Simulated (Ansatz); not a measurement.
Reactions of ClF2HSTi, SMILES `[F][Ti]([F])([SH])[Cl]`.

Program: Ansatz. Geometries: PBE0-D4/def2-TZVP. ΔE: electronic, gas phase. CBS: MP2 limit from def2 TZ/QZ plus the TZ coupled-cluster correction, frozen cores. This one scheme is used for every species. def2 core potentials past Kr. For Ge, I, Se, Ti outer-core shells are correlated without core-valence functions, which leaves a few kJ/mol of doubt a bond. Scalar relativity is left out up to krypton. Each species was taken in one conformer, which may not be the lowest.

Task: Order these by ΔE at CCSD(T)/CBS, lowest first. (An estimate is asked.)
A. `[F][Ti]([F])([SH])[Cl]` + CH₃OH → `C[O][Ti]([F])([SH])[Cl]` + H–F
B. `[F][Ti]([F])([SH])[Cl]` + HI → `[F][Ti]([F])([Cl])[I]` + H₂S
C. `[F][Ti]([F])([SH])[Cl]` + `CC(C)[O][Ge][Cl]` → `[F][Ti]([SH])([Cl])[Cl]` + `CC(C)[O][Ge][F]`
D. `[F][Ti]([F])([SH])[Cl]` + `C#C[SiH](F)CF` → `C#[C][Ti]([F])([F])[Cl]` + `FC[SiH](F)S`
E. `[F][Ti]([F])([SH])[Cl]` + H₂Se → `[F][Ti]([F])([Cl])[SeH]` + H₂S
F. `[F][Ti]([F])([SH])[Cl]` + H–F → `[F][Ti]([F])([F])[Cl]` + H₂S
G. `[F][Ti]([F])([SH])[Cl]` + H₂O → `[OH][Ti]([F])([SH])[Cl]` + H–F

Result: F (-0.67 eV), B (-0.49 eV), E (-0.10 eV), A (+0.01 eV), C (+0.16 eV), G (+0.30 eV), D (+0.42 eV).

Largest T1 diagnostic: 0.026, for `[F][Ti]([SH])([Cl])[Cl]`, so its coupled-cluster energy is less sure.
